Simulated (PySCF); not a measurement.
SMILES ClCCCl (C₂H₄Cl₂) (CAM-B3LYP/def2-SVP optimised geometry):

```
8

Cl     1.728    -0.712     0.000
C     -0.057    -0.712     0.000
C     -0.636     0.682     0.000
Cl    -0.296     1.566    -1.513
H     -0.385    -1.242     0.905
H     -0.391    -1.273    -0.882
H     -1.728     0.623     0.107
H     -0.230     1.273     0.831
```

Method: CAM-B3LYP/def2-TZVP (PySCF 2.14.0).

### Question
What are the frontier orbital energies and the dipole moment?

### Answer
HOMO-2 -10.17 eV, HOMO-1 -9.95 eV, HOMO -9.87 eV, LUMO 1.42 eV, LUMO+1 2.23 eV; dipole moment 2.74 D.

Meta-Löwdin charges at CAM-B3LYP/def2-TZVP: Cl1 -0.12, C2 -0.15, C3 -0.15, Cl4 -0.12, H5 0.13, H6 0.14, H7 0.13, H8 0.14.
